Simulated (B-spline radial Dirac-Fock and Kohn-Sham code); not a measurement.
## Dipole and non-dipole photoemission parameters of As³⁺ 3p1/2

System: As³⁺, configuration [Ar] 3d10 4s2; threshold 185.0 eV (orbital energy of the model). Calculated with an atomic code on a B-spline grid, using Dirac-Hartree-Slater photoionisation with a Latter tail; cross sections with all multipoles, angular parameters from the dipole term and its interference with E2.

For linearly polarised light dσ/dΩ = σ/(4π) [1 + β P₂(cos θ) + (δ + γ cos²θ) sin θ cos φ], with θ from the polarisation vector and φ the angle between the beam and the projection of the electron momentum on the plane normal to the polarisation.

```
hν (eV)  σ (kb)       β       γ      δ
    200     198  -0.174  -0.112  0.095
    238     221   0.621   0.137  0.058
    277     221   0.990   0.201  0.031
    309     214   1.162   0.190  0.019
    315     212   1.188   0.185  0.017
    340     203   1.275   0.160  0.012
    357     196   1.322   0.142  0.009
    400     177   1.411   0.095  0.004
    423     167   1.446   0.073  0.003
    446     157   1.475   0.053  0.002
    600     106   1.576  -0.017  0.000
    920    51.2   1.613   0.017  0.003
    960       ?       ?       ?      ?
   1000    43.7   1.611   0.040  0.004
   1030    41.2   1.610   0.049  0.004
   1150    33.0   1.603   0.088  0.005
 1253.6    27.6   1.594   0.124  0.006
 1486.9    19.0   1.571   0.207  0.009
   1500    18.6   1.569   0.211  0.009
   1590    16.3   1.559   0.243  0.010
   1760    12.9   1.540   0.301  0.013
   1860    11.3   1.528   0.334  0.014
 2984.4    3.45   1.403   0.649  0.032
  15000  0.0271   0.754   1.745  0.248
```

Question: Give the values at 960 eV.

Answer: σ = 47.3 kb, β = 1.613, γ = 0.028, δ = 0.003.
